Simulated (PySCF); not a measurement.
B(CCH)(OH)(OMe), SMILES C#CB(O)OC at its B3LYP/def2-SVP optimised geometry (Å):

```
11

B     -0.6396     0.0155     0.0000
C      0.9081     0.0155     0.0000
C      2.1239     0.0662    -0.0001
H      3.1982     0.0942    -0.0004
O     -1.3438     1.1877     0.0000
H     -0.7737     1.9654     0.0064
O     -1.2865    -1.1719     0.0016
C     -2.6973    -1.2934     0.0040
H     -3.0270    -1.7440    -0.9466
H     -2.9953    -1.9654     0.8246
H     -3.1982    -0.3218     0.1314
```

Level of theory: B3LYP/def2-TZVP (PySCF).

Map of the log10 of the electron density (e/bohr³), floored at −4 on the plane z = 0.8 Å:

```
|                           |
|                           |
|                           |
|                           |
|                           |
|                           |
|        ..:::.             |
|       .--===:.            |
|      .-=+**+=:::::..      |
|      :=*###*=---=--:.     |
|     .-+*%%%*+++++++=-:    |
|   .:--=*%%%****##**+=-.   |
|   :==+=+*######%%%#**=:   |
|  .-+**++*####%%%%%##*=:   |
|  :=+##***##########*+=:   |
|  :=+#%###%%********+=-.   |
|  .=*#%%#%%%*+=++++=-:.    |
|  .=*%@@####+=-----::.     |
|  .=*%@%*+*+=-:.....       |
|  .-+*#*+==--.             |
|   .-=+=-::..              |
|    .:::.                  |
|                           |
|                           |
|                           |
|                           |
|                           |
```
Scale: ten equal steps from -4.00 (start of ' ') to -0.598 (end of '@'), in the order ' .:-=+*#%@'; x runs from -5.50 to 5.50, y from -5.50 (bottom) to 5.50 (top).
